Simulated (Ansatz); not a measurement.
Z-matrix (Å, degrees):
```
C
C 1 1.513
H 1 1.091 2 111.0
H 1 1.093 2 109.8 3 -119.3
H 1 1.090 2 110.2 3 120.7
N 2 1.423 1 110.6 3 -179.4
O 2 1.436 1 109.7 3 57.8
H 2 1.099 1 110.0 3 -60.8
H 6 1.013 2 110.4 1 -59.2
H 6 1.012 2 110.9 1 -178.7
Si 7 1.641 2 124.5 1 -83.8
H 11 1.482 7 106.8 2 -168.1
H 11 1.490 7 112.4 2 72.0
H 11 1.491 7 110.3 2 -48.1
```

Total charge 0; spin multiplicity 1.

**Question.** List the PBE0/def2-TZVPP orbital energies in eV (Ansatz). (Best estimate.)

**Answer.** Ansatz gave: Occupied: -1802.84, -522.54, -390.99, -280.47, -277.96, -145.11, -99.79, -99.76, -99.75, -28.53, -24.84, -20.68, -17.35, -15.50, -14.27, -13.43, -12.77, -11.77, -10.97, -10.82, -10.18, -9.69, -8.92, -8.24, -7.52. Lowest empty: 0.39, 1.41, 1.52, 1.86, 1.94, 2.21, 2.67, 3.28.
